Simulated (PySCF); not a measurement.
Simulated absorption spectrum

SbF₃.
Bonds: Sb1–F2, Sb1–F3, Sb1–F4.

Method used: TDDFT PBE0/def2-SVPD, vertical, gas phase, core orbitals frozen in the response, def2 core potentials past Kr in PySCF. Geometry: PBE0-D3(BJ)/def2-SVP; no solvent, vibrations or thermal averaging. Spin–orbit coupling is left out.

Broadening: Gaussians 0.4 eV wide at half height, area fixed by f = 4.319×10⁻⁹ ∫ε dν̃. The width is an assumption, not a result. The curve ends short of the highest state used, and states not computed would add to its high-energy end.

(E (eV), ε (L mol⁻¹ cm⁻¹)): (6.53, 40), (6.55, 60), (6.58, 108), (6.61, 188), (6.63, 268), (6.66, 444), (6.68, 611), (6.71, 961), (6.74, 1465), (6.76, 1906), (6.79, 2758), (6.82, 3867), (6.84, 4761), (6.87, 6338), (6.89, 7539), (6.92, 9528), (6.95, 11672), (6.97, 13134), (7.00, 15275), (7.03, 17221), (7.05, 18333), (7.08, 19621), (7.10, 20177), (7.13, 20502), (7.16, 20192), (7.18, 19645), (7.21, 18368), (7.24, 16648), (7.26, 15323), (7.29, 13185), (7.32, 10997), (7.34, 9576), (7.37, 7583), (7.39, 6379), (7.42, 4795), (7.45, 3495), (7.47, 2783), (7.50, 1929), (7.53, 1300), (7.55, 988), (7.58, 649), (7.60, 495), (7.63, 351), (7.66, 295)

(1) Locate the maxima and give the states behind the curve.

(2) Coming from long wavelengths, where does ε first pass 100 L mol⁻¹ cm⁻¹?

Answers

(1) 174 nm (7.13 eV), ε about 21000, made up of S1 (50%) and S2 (50%) (ε in L mol⁻¹ cm⁻¹; maxima over ε = 5, shares over 10%). The states used: S1 7.13 eV (f 0.152); S2 7.13 eV (f 0.152); S3 8.10 eV (f 0.0062); S4 8.10 eV (f 0.0058); S5 8.14 eV (f 0.060); S6 8.21 eV (f 0.0002); S7 8.23 eV (f 0.023); S8 8.23 eV (f 0.021); S9 8.26 eV (f 0.187).

(2) At about 189 nm (6.58 eV), 0.55 eV below S1.

The vertical ionisation energy (ΔSCF) is 12.43 eV, 4.18 eV above S9.
